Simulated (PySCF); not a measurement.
# Atomic charges by several schemes

C3H8N2OSi2.
Atom-mapped SMILES: `[CH2:1]=[N:2][CH2:3][SiH2:4][Si@H:5]([OH:6])[C:7]#[N:8]` (hydrogens: H9, H10 on C1; H11, H12 on C3; H13, H14 on Si4; H15 on Si5; H16 on O6)

Structure used (GFN2-xTB), in Å, numbered top down from 1:
```
atom  x, y, z in Å
C1    -1.8853   -0.5670    1.8233
N2    -1.1871    0.1075    1.0271
C3    -1.4276    0.0806   -0.3727
Si4    0.0942   -0.7885   -1.1959
Si5    1.9381    0.1734   -0.1793
O6     1.4735    0.9017    1.1877
C7     2.6434    1.4858   -1.3207
N8     3.0599    2.2668   -2.0482
H9    -2.7401   -1.1771    1.5199
H10   -1.6372   -0.5471    2.8740
H11   -1.4530    1.1140   -0.7241
H12   -2.3784   -0.4029   -0.6352
H13   -0.0693   -0.6024   -2.6406
H14   -0.0638   -2.2230   -0.9135
H15    3.0855   -0.6785    0.1424
H16    0.5395    0.8657    1.4444
```

Density: PBE0/pcSseg-1 (PySCF); schemes: Mulliken, IAO, Hirshfeld and ESP-fitted. Isolated species at its GFN2-xTB geometry (one conformer only).

**Question.** Do the Mulliken, IAO, Hirshfeld and ESP-fitted schemes agree on where the charge is highest?

**Answer.** All schemes agree: Mulliken Si5 (+0.795); IAO Si5 (+0.889); Hirshfeld Si5 (+0.370); ESP-fitted Si5 (+0.510).

**Question.** For which atoms does the sign change between the 4 schemes (beyond +0.03 e in one, beyond −0.03 e in another)?

**Answer.** C1 and C7. Atomic charges aren't observables, and each scheme defines them in its own way.

**Question.** Do the Mulliken, IAO, Hirshfeld and ESP-fitted schemes agree on where the charge is lowest?

**Answer.** All schemes agree: Mulliken O6 (-0.541); IAO O6 (-0.798); Hirshfeld O6 (-0.313); ESP-fitted O6 (-0.560).

**Question.** Tabulate the Mulliken, IAO, Hirshfeld and ESP-fitted charges.

**Answer.** In e:

| atom | environment | Mulliken | IAO | Hirshfeld | ESP-fitted |
| --- | --- | --- | --- | --- | --- |
| C1 | imine carbon | +0.034 | -0.125 | +0.014 | -0.092 |
| N2 | imine nitrogen | -0.491 | -0.235 | -0.092 | -0.241 |
| C3 | sp3 carbon bound to nitrogen | -0.306 | -0.406 | -0.106 | -0.048 |
| Si4 | SiH2 silicon | +0.263 | +0.422 | +0.255 | +0.131 |
| Si5 | oxygen-bound silicon | +0.795 | +0.889 | +0.370 | +0.510 |
| O6 | silanol oxygen | -0.541 | -0.798 | -0.313 | -0.560 |
| C7 | cyano carbon | -0.212 | -0.172 | -0.040 | +0.178 |
| N8 | cyano nitrogen | -0.208 | -0.201 | -0.205 | -0.401 |
| H9 | hydrogen on a C=N carbon | +0.105 | +0.120 | +0.053 | +0.124 |
| H10 | hydrogen on a C=N carbon | +0.131 | +0.161 | +0.061 | +0.134 |
| H11 | methylene hydrogen | +0.171 | +0.168 | +0.052 | +0.092 |
| H12 | methylene hydrogen | +0.134 | +0.130 | +0.041 | +0.074 |
| H13 | Si–H hydrogen | -0.029 | -0.089 | -0.066 | -0.059 |
| H14 | Si–H hydrogen | -0.038 | -0.098 | -0.074 | -0.047 |
| H15 | Si–H hydrogen | -0.078 | -0.120 | -0.069 | -0.092 |
| H16 | hydroxyl hydrogen | +0.271 | +0.354 | +0.119 | +0.297 |

Mean size of the charges over all atoms: IAO 0.281 e, Mulliken 0.238 e, ESP-fitted 0.193 e, Hirshfeld 0.121 e. Each set sums to the total charge, 0, to within 0.001 e. The ESP scheme is a least-squares fit of atom-centred charges to the potential on four shells outside the van der Waals surface, with the total charge fixed.

**Question.** Sum the charges by element, for elements with more than one atom.

**Answer.** 
```csv
element,atoms,Mulliken,IAO,Hirshfeld,ESP-fitted
C,3,-0.484,-0.703,-0.132,+0.039
N,2,-0.700,-0.436,-0.297,-0.642
Si,2,+1.058,+1.311,+0.626,+0.641
H,8,+0.667,+0.625,+0.116,+0.523
```

**Question.** How many electrons does the IAO scheme count on O6?

**Answer.** Z − q = 8 − (-0.798) = 8.798.

The run behind these numbers computed NMR shieldings as well. Hardware: Arm Neoverse V2, one thread, shared host with 192 logical CPUs at a one-minute load of 29. Cost: 23 s of wall time, 0.90 GiB resident at most.
